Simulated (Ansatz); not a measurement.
BClH₄O₂Si, SMILES `OB(Cl)O[SiH3]`, relaxed with RKS PBE0-D4/def2-TZVP in Ansatz from a PBE-D4/def2-SVP geometry. The force threshold is 0.005 eV/Å; the program also tests the step.

The species carries charge 0 and has multiplicity 1.

Start:

```xyz
9

O     1.579   -0.209    0.657
B     1.094    0.362   -0.485
Cl    2.207    1.105   -1.672
O    -0.239    0.382   -0.738
Si   -1.515   -0.243    0.194
H     2.549   -0.157    0.716
H    -2.765    0.033   -0.584
H    -1.570    0.449    1.526
H    -1.340   -1.722    0.387
```

(1) How much energy does the relaxation release, and in how many steps? (Best estimate.)

(2) Which bonds change most? (Best estimate.)

(3) Give the relaxed structure. (An estimate is asked.)

Results:

(1) Ansatz gave: 4.35 kJ/mol, in 8 steps.

(2) Computed: O4–Si5 from 1.699 to 1.659 Å; Si5–H8 from 1.502 to 1.483 Å; Si5–H9 from 1.502 to 1.483 Å; Si5–H7 from 1.498 to 1.480 Å.

(3) The calculation gave: 
```xyz
9

O     1.597   -0.202    0.653
B     1.086    0.354   -0.473
Cl    2.164    1.097   -1.671
O    -0.238    0.353   -0.699
Si   -1.508   -0.241    0.188
H     2.553   -0.145    0.712
H    -2.731    0.049   -0.593
H    -1.568    0.438    1.505
H    -1.355   -1.704    0.377
```
